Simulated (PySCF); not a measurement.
Atomic charges by several schemes

C3H11FSi2.
Structure used (PBE0-D3(BJ)/def2-SVP), in Å, numbered top down from 1:
```xyz
17
C3H11FSi2 angstrom
C      2.3881    0.2233    0.9142
Si     1.5554   -0.7472   -0.4567
C     -0.2233   -0.0878   -0.6908
F     -0.0984    1.2817   -0.9642
C     -1.1437   -0.2732    0.5016
Si    -2.7160    0.7840    0.3969
H      3.4535   -0.0376    1.0001
H      1.9117    0.0361    1.8886
H      2.3106    1.2993    0.6948
H      2.2946   -0.5773   -1.7449
H      1.4799   -2.2086   -0.1365
H     -0.6872   -0.5488   -1.5822
H     -1.4432   -1.3327    0.5682
H     -0.6339   -0.0322    1.4511
H     -3.6905    0.3079    1.4276
H     -3.3349    0.6266   -0.9554
H     -2.4370    2.2270    0.6483
```

Density: PBE0/pcSseg-1 (PySCF); schemes: Mulliken, IAO, Hirshfeld and ESP-fitted. Geometry: PBE0-D3(BJ)/def2-SVP, one conformer, isolated molecule.

Task: What partial charge does each atom carry?

Result: In e:

| atom | environment | Mulliken | IAO | Hirshfeld | ESP-fitted |
| --- | --- | --- | --- | --- | --- |
| C1 | Si-methyl carbon | -0.643 | -0.712 | -0.208 | -0.558 |
| Si2 | SiH2 silicon | +0.641 | +0.759 | +0.334 | +0.537 |
| C3 | sp3 C–F carbon | -0.090 | -0.082 | -0.022 | -0.040 |
| F4 | alkyl fluorine | -0.344 | -0.333 | -0.110 | -0.221 |
| C5 | sp3 carbon bound to silicon | -0.555 | -0.544 | -0.163 | -0.192 |
| Si6 | SiH3 silicon | +0.501 | +0.592 | +0.303 | +0.355 |
| H7 | methyl hydrogen | +0.151 | +0.159 | +0.047 | +0.149 |
| H8 | methyl hydrogen | +0.145 | +0.152 | +0.043 | +0.132 |
| H9 | methyl hydrogen | +0.156 | +0.163 | +0.046 | +0.153 |
| H10 | Si–H hydrogen | -0.080 | -0.119 | -0.080 | -0.134 |
| H11 | Si–H hydrogen | -0.086 | -0.130 | -0.083 | -0.150 |
| H12 | methine hydrogen | +0.138 | +0.139 | +0.039 | +0.093 |
| H13 | methylene hydrogen | +0.158 | +0.157 | +0.050 | +0.074 |
| H14 | methylene hydrogen | +0.156 | +0.140 | +0.040 | +0.095 |
| H15 | Si–H hydrogen | -0.092 | -0.119 | -0.082 | -0.118 |
| H16 | Si–H hydrogen | -0.088 | -0.116 | -0.078 | -0.092 |
| H17 | Si–H hydrogen | -0.067 | -0.107 | -0.076 | -0.082 |

Mean size of the charges over all atoms: IAO 0.266 e, Mulliken 0.241 e, ESP-fitted 0.187 e, Hirshfeld 0.106 e. Each set sums to the total charge, 0, to within 0.001 e. The ESP scheme fits charges at the nuclei, held to the total charge, to the electrostatic potential on points at 1.4 to 2.0 times the van der Waals radii.

Lowest charge. All schemes agree: Mulliken C1 (-0.643); IAO C1 (-0.712); Hirshfeld C1 (-0.208); ESP-fitted C1 (-0.558).

Highest charge. All schemes agree: Mulliken Si2 (+0.641); IAO Si2 (+0.759); Hirshfeld Si2 (+0.334); ESP-fitted Si2 (+0.537).

Task: Sum the charges by element, for elements with more than one atom.

Result: 
```csv
element,atoms,Mulliken,IAO,Hirshfeld,ESP-fitted
C,3,-1.288,-1.337,-0.394,-0.790
Si,2,+1.142,+1.351,+0.637,+0.892
H,11,+0.491,+0.319,-0.133,+0.120
```

Task: How closely do the schemes follow one another over all atoms?

Result: Correlation coefficient and root-mean-square difference: Mulliken with IAO 1.00, 0.045 e; IAO with ESP-fitted 0.97, 0.128 e; IAO with Hirshfeld 0.97, 0.216 e; Mulliken with ESP-fitted 0.96, 0.111 e; Hirshfeld with ESP-fitted 0.95, 0.115 e; Mulliken with Hirshfeld 0.94, 0.189 e.
